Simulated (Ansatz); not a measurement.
**Two structures, one formula**

The two ends of one reaction step of AlH5SeS, closed shell (PBE0-D4/def2-TZVP).

A:

```json
{"atom": "Al1", "x (Å)": "-0.9768", "y (Å)": "-0.3865", "z (Å)": "-0.1511"}
{"atom": "S2", "x (Å)": "0.4557", "y (Å)": "1.6736", "z (Å)": "-0.6275"}
{"atom": "H3", "x (Å)": "-1.5386", "y (Å)": "-0.5169", "z (Å)": "-1.6297"}
{"atom": "H4", "x (Å)": "-1.7942", "y (Å)": "0.2640", "z (Å)": "1.0447"}
{"atom": "H5", "x (Å)": "1.1949", "y (Å)": "1.5951", "z (Å)": "0.4925"}
{"atom": "Se6", "x (Å)": "0.6444", "y (Å)": "-2.0106", "z (Å)": "0.4013"}
{"atom": "H7", "x (Å)": "1.3796", "y (Å)": "1.0185", "z (Å)": "-1.3520"}
{"atom": "H8", "x (Å)": "0.6350", "y (Å)": "-1.6372", "z (Å)": "1.8218"}
```

B:

```
atom    x (Å)    y (Å)    z (Å)
 Al1  -1.0217   0.1358  -0.3697
  S2   0.0755   2.0595  -0.2308
  H3  -0.9908  -0.6238  -1.7650
  H4  -2.1953  -0.0345   0.6860
  H5   1.8467  -1.1650   0.1788
 Se6   0.6341  -1.5860   0.8925
  H7   0.7278   1.8788  -1.3908
  H8   0.9236  -0.6646   1.9990
```

Program: Ansatz 0.2.0. Basis: def2-TZVPP. Cores are frozen in the correlated methods. Filled d shells of the heavier atoms are correlated. The def2 sets are not built for correlating such inner shells, so the correlated values are less sure here. B3LYP uses VWN-RPA correlation.

Q: Which structure is lower at CCSD(T), and by how much? (To be estimated.)

A: Computed: A, by 0.114 eV (electronic energy, against the other). By their contacts, A is AlH₅SeS ([SH2][AlH2][SeH]) and B is AlH₅SeS ([SH][AlH2][SeH2]).

All methods give the same order:

```
      method  E(B) − E(A) (eV)
       SPW92             0.124
      PBE-D4             0.112
     BLYP-D4             0.106
   r2SCAN-D4             0.119
      B97M-V             0.050
     PBE0-D4             0.128
    B3LYP-D4             0.120
  r2SCAN0-D4             0.135
    BHLYP-D4             0.139
CAM-B3LYP-D4             0.123
     wB97X-V             0.120
     wB97M-V             0.128
      B2PLYP             0.125
    PBE-QIDH             0.137
  RPA on PBE             0.102
          HF             0.157
         MP2             0.126
        CCSD             0.115
     CCSD(T)             0.114
```

T1 diagnostic: at most 0.010.

Labels in which every atom is bracketed show which atoms are joined, not bond orders.

For scale, one of the runs: CCSD(T)/def2-TZVPP, 202 basis functions, launched by `ansatz run in.yaml --threads 4 --pin off --events-out ev --progress --plain --max-ram 9574MiB`. The run took 26 s on 4 CPU threads of an Intel Xeon (shared host), with 2.3 GiB of host memory at its peak.
